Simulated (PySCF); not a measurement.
Ga(H)(Br)(OH) (BrGaH2O), SMILES [OH][GaH][Br]. Geometry: TPSSh-D3(BJ)/def2-SVP. One conformer was computed; it need not be the lowest.

The numbers are results of PySCF 2.14.0 with TPSSh-D3(BJ)/def2-SVP, not measurements.

Harmonic wavenumbers (cm⁻¹): 151, 310, 353, 451, 592, 710, 803, 2028, 3800. Rotational constants (GHz): 14.89, 1.892, 1.679; symmetry number 1.

Work out the zero-point energy and the ideal-gas rigid-rotor harmonic-oscillator thermochemistry at 298.15 K and 1 atm.

ZPE = ½ Σ hcν = ½ × 9197 cm⁻¹ = 55.01 kJ/mol. H − E(el) = 70.24 kJ/mol. Entropy in J/(mol K): translation 172.62, rotation 110.13, vibration 29.00, total 311.75. G − E(el) = -22.71 kJ/mol. Cp = 70.92 J/(mol K).
